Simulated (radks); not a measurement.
Results of a calculation; reference values are marked as such.
All-electron atom: Si2+ in [He] 2p6 3s2 4f2 (not the ground configuration). Code: a radial shooting solver on a logarithmic mesh with Libxc functionals. Model: scalar-relativistic Kohn-Sham, r2SCAN, spin-polarised, spherical densities, finite nucleus; open shells are filled with parallel spins first; meta-GGA in the generalised Kohn-Sham scheme; Fermi nuclear charge, rms radius 3.1224 fm. Some entries of the table are withheld. Estimate them.

orbital  occ.  eigenvalue (eV)  r(max) (bohr)
1s down     1        -1896.025            (1)
1s up       1        -1896.021            (2)
2p up       3        -176.5069         0.3725
2p down     3        -176.5005         0.3725
3s up       1         -48.7247          1.436
3s down     1         -48.6464          1.432
4f up       2          -7.3765          4.166

Answer. 
(1) 1s down r(max) (bohr): 0.07257
(2) 1s up r(max) (bohr): 0.07257
